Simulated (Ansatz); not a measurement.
Ansatz (a first-principles code) input:

Ansatz 0.2 input:
```yaml
crystal:
  periodic: [false, false, false]
  atoms:
    - {symbol: C, position_ang: [2.18860447, 0.46617019, -0.93183302]}
    - {symbol: C, position_ang: [1.49392183, 0.01164090, 0.30059645]}
    - {symbol: C, position_ang: [0.06685145, -0.41775167, 0.32874556]}
    - {symbol: C, position_ang: [-0.84818306, 0.38197898, -0.60572319]}
    - {symbol: C, position_ang: [-2.28570366, -0.12527910, -0.60418958]}
    - {symbol: O, position_ang: [-0.43147757, -0.41901522, 1.67293971]}
    - {symbol: H, position_ang: [2.20010937, -0.31424086, -1.70774580]}
    - {symbol: H, position_ang: [3.22509325, 0.73311039, -0.72669880]}
    - {symbol: H, position_ang: [1.70121399, 1.33420734, -1.38686218]}
    - {symbol: H, position_ang: [2.08345641, -0.26577605, 1.16675848]}
    - {symbol: H, position_ang: [-0.00089055, -1.47655033, 0.03017050]}
    - {symbol: H, position_ang: [-0.81711933, 1.43533736, -0.30542762]}
    - {symbol: H, position_ang: [-0.44081305, 0.33621317, -1.61923218]}
    - {symbol: H, position_ang: [-2.70733082, -0.09416382, 0.40009124]}
    - {symbol: H, position_ang: [-2.91491054, 0.47740082, -1.26124204]}
    - {symbol: H, position_ang: [-2.33390866, -1.16015624, -0.95181143]}
    - {symbol: H, position_ang: [-0.23602547, 0.44618419, 2.05290472]}
basis:
  gaussian:
    orbitals: def2-SVP
hamiltonian:
  xc: {name: PBE0}
magnetization: {spin_polarized: true, initial_magnetization: 1}
```

### Question
Predict the final energy.

### Answer
-271.79685 Eh (PBE0/def2-SVP). The basis has 139 functions.

It need not be the lowest isomer of its formula.
